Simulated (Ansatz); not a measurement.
The Pb1–H2 bond of CH4OPb (SMILES C[O][PbH]) is stretched (multiplicity 1, the rest rigid).
Geometry at rest (charge 0, multiplicity 1):
```xyz
7

Pb    -0.181    -0.246     0.340
H     -1.228    -0.742    -1.138
O      1.005     1.069    -0.779
C      0.897     1.349    -2.156
H      0.711     2.418    -2.306
H      1.837     1.100    -2.662
H      0.088     0.788    -2.639
```

Cores are frozen in the correlated methods. Filled d and f shells under p-block atoms count as core.

Run with Ansatz (a first-principles code). Values without a source in brackets are computed. In def2 rows elements past Kr take small-core potentials, without spin–orbit coupling.

FIC-MRCISD+Q on CASSCF(2,2)/def2-TZVPP, total energies (hartree):

```tsv
R (Å)	CASSCF	MRCISD	weight c² of the reference
1.878	-306.931983	-307.387114	0.88528
3.287	-306.865640	-307.313385	0.88607
6.011	-306.847174	-307.291988	0.88718
```

**Question.** Add the Davidson correction (E_MRCISD − E_CASSCF)(1 − c²)/c² and give the energies above the first point at the three levels.

**Answer.** 
Corrections (hartree): -0.058977, -0.057569, -0.056567. Above the first point (kcal/mol):
- R = 3.287 Å: CASSCF 41.6, MRCISD 46.3, with the correction 47.1
- R = 6.011 Å: CASSCF 53.2, MRCISD 59.7, with the correction 61.2
